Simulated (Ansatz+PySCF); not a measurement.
Values are calculated unless marked as measured or tabulated.
Several solutions for doublet NiH₂O(+)

```json
{"atom": "Ni", "x (Å)": "0.0000", "y (Å)": "0.0000", "z (Å)": "0.0000"}
{"atom": "O", "x (Å)": "0.0000", "y (Å)": "0.0000", "z (Å)": "1.9500"}
{"atom": "H", "x (Å)": "0.7750", "y (Å)": "0.0000", "z (Å)": "2.5250"}
{"atom": "H", "x (Å)": "-0.7750", "y (Å)": "0.0000", "z (Å)": "2.5250"}
```

Basis set: def2-SVP (spherical functions). Charge 1, multiplicity 2.

PBE0 (restricted open-shell) was run from several starts with Ansatz (development build ahead of 0.2.0) and PySCF 2.14.0.

```tsv
run	program	start	converged	energy (hartree)	<S²>
A	Ansatz	stability test followed	yes	-1583.88318	0.75
B	Ansatz	atomic start, no search	yes	-1583.88318	0.75
C	Ansatz	search for the lowest state	yes	-1583.88318	0.75
D	PySCF	program defaults	yes	-1583.88142	0.75
```

**Question.** Which runs reached the lowest solution of this kind, and what is wrong with the others?

**Answer.** A, B, C reached the lowest solution found. Converged but too high: D by 0.05 eV. Convergence only shows a stationary point, and even a stable one can lie too high; stability tests and further starts are what find lower ones. Caution: another spin multiplicity may lie lower.
